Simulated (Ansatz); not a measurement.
The cluster ReO3. The state is a doublet with charge 0. Geometry r2SCAN-D4/def2-TZVP; atoms count from 1.

```xyz
4

Re    0.5711    0.0698    0.1395
O    -1.0989   -0.7514    0.5274
O    -0.7125   -0.9456   -0.8584
O     1.2403    1.6272    0.1915
```

In the def2 sets Re takes a core potential; there is no spin–orbit coupling. The structure holds one bond between oxygen atoms, so isomers without such links may lie far lower. The charge 0 doublet is spin-contaminated (final ⟨S²⟩ up to 1.61, 0.75 for a pure state). Another isomer (quartet) lies 0.53 eV lower at PBE0-D4/def2-TZVP; other spin states weren't run for this one.

(1) Estimate the Mulliken populations from the PBE0/def2-TZVP orbitals of Ansatz.

(2) Where does the spin sit?

(3) And the Mayer bond orders between heavy atoms (over 0.3)?

Results:

(1) 
| atom | charge (e) | spin (α − β) | d electrons |
| --- | --- | --- | --- |
| Re1 | 1.00 | 0.99 | 4.85 |
| O2 | -0.27 | 0.03 | – |
| O3 | -0.28 | -0.01 | – |
| O4 | -0.45 | -0.01 | – |
Mulliken values depend strongly on the basis.

(2) Summed by element: Re 0.99, O 0.01, of 1 unpaired in all. Largest on single atoms: Re1 0.99, O2 0.03, O3 -0.01.

(3) Re1–O2 1.07 (1.90 Å); Re1–O3 1.03 (1.92 Å); Re1–O4 2.14 (1.70 Å); O2–O3 0.85 (1.45 Å).
